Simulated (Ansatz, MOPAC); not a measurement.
Molecule: CH3AlF, charge 0, multiplicity 2. SMILES: [CH3][Al][F]

Atoms: Al1, C2, H3, H4, H5, F6. Bonds: Al1-C2, Al1-F6, C2-H3, C2-H4, C2-H5.

Bond lengths (Å) and angles (degrees) optimised at AM1 with MOPAC; PM6 with MOPAC; PM7 with MOPAC; HF/STO-3G with Ansatz (an electronic-structure program); HF/3-21G with Ansatz; MP2/6-31G* with Ansatz, each started from the B3LYP-D3(BJ)/def2-TZVP structure (Ansatz) of the last column. A row stands for all coordinates that are equal there. 6-31G* holds six Cartesian d functions. No wavenumbers were computed at HF/STO-3G, MP2/6-31G*, so these may be saddle points.

| coordinate | AM1 | PM6 | PM7 | HF/STO-3G | HF/3-21G | MP2/6-31G* | B3LYP-D3(BJ)/def2-TZVP |
|---|---|---|---|---|---|---|---|
| Al1-C2 | 1.772 | 1.957 | 2.003 | 1.928 | 1.994 | 1.973 | 1.976 |
| Al1-F6 | 1.572 | 1.646 | 1.617 | 1.624 | 1.665 | 1.671 | 1.668 |
| C2-H3 | 1.120 | 1.093 | 1.151 | 1.084 | 1.088 | 1.095 | 1.094 |
| C2-H5 | 1.116 | 1.089 | 1.058 | 1.083 | 1.085 | 1.092 | 1.090 |
| C2-Al1-F6 | 121.9 | 120.2 | 151.9 | 110.4 | 118.3 | 118.1 | 115.8 |
| Al1-C2-H3 | 110.8 | 108.1 | 76.6 | 111.3 | 110.8 | 110.2 | 108.7 |
| Al1-C2-H5 | 112.6 | 110.8 | 153.3 | 113.6 | 110.7 | 111.7 | 112.9 |
| H3-C2-H4 | 107.5 | 109.5 | 107.3 | 106.5 | 107.6 | 107.6 | 108.1 |
| H3-C2-H5 | 107.5 | 110.1 | 116.8 | 106.9 | 108.4 | 108.5 | 109.1 |

Mean signed difference of all 5 bond lengths from B3LYP-D3(BJ)/def2-TZVP: AM1 -0.044 Å, PM6 -0.009 Å, PM7 0.012 Å, HF/STO-3G -0.024 Å, HF/3-21G 0.000 Å, MP2/6-31G* 0.001 Å.
